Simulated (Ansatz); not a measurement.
`[SiH3][SiH2]OBCl` + H–F → `FBO[SiH2][SiH3]` + HCl  (ligand exchange at a B–Cl bond)

Program: Ansatz. Geometries: PBE0-D4/def2-TZVP. ΔE: electronic, gas phase. CBS: MP2 limit from def2 TZ/QZ plus the TZ coupled-cluster correction, frozen cores. This one scheme is used for every species. Each species was taken in one conformer, which may not be the lowest.

| level | ΔE (kcal/mol) |
| --- | --- |
| HF/def2-TZVPP | -18.3 |
| CCSD(T)/def2-TZVPP | -14.3 |

What does CCSD(T)/CBS give? (Estimate.)

The calculation gave: -13.4 kcal/mol. The listed levels differ from it by -4.9, -0.9 kcal/mol.

Largest T1 diagnostic among the species: 0.013.

In def2-TZVPP, CCSD(T) changes the Hartree–Fock value by +4.0 kcal/mol (the triples alone add +0.7 kcal/mol) and MP2 by +5.5 kcal/mol. The D4 term adds +0.9 kcal/mol with B3LYP and +0.5 kcal/mol with PBE0; it sums over pairs of atoms, weighted by their polarisabilities, and B3LYP, whose exchange is more repulsive, gets the larger term.

B3LYP here is the variant with VWN-RPA as its local correlation; programs differ in this.
